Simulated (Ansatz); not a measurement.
Mulliken charges of `[NH]=[Nb]([NH2])([OH])[OH]` from r2SCAN/def2-TZVPP in Ansatz (PBE0-D4/def2-TZVP geometry).

```tsv
atom	x (Å)	y (Å)	z (Å)	charge (e)
N1	-1.241	0.488	-1.015	-0.681
Nb2	0.022	0.214	0.162	1.503
N3	0.716	-1.581	-0.290	-0.631
O4	-0.667	0.243	1.944	-0.559
O5	1.404	1.527	0.021	-0.559
H6	-1.982	0.716	-1.660	0.158
H7	1.466	-2.028	0.219	0.161
H8	0.393	-2.176	-1.035	0.180
H9	-1.565	0.311	2.267	0.215
H10	1.535	2.233	-0.610	0.215
```

Problem. By hand: the dipole of these point charges (1 e Å = 4.8032 D).

Solution. Σ q r = (0.002, -0.061, -0.038) e Å, of length 0.072 e Å = 0.35 D.

Problem. How does the dipole of the full density compare? (Best estimate.)

Solution. Computed: (-0.147, -0.049, -0.191) e Å, 1.18 D; the point charges give 0.30 times that, at 56° from its direction.

Point charges leave out the atoms' own dipoles, such as those of lone pairs, and Mulliken's split depends on the basis, so the two needn't agree.
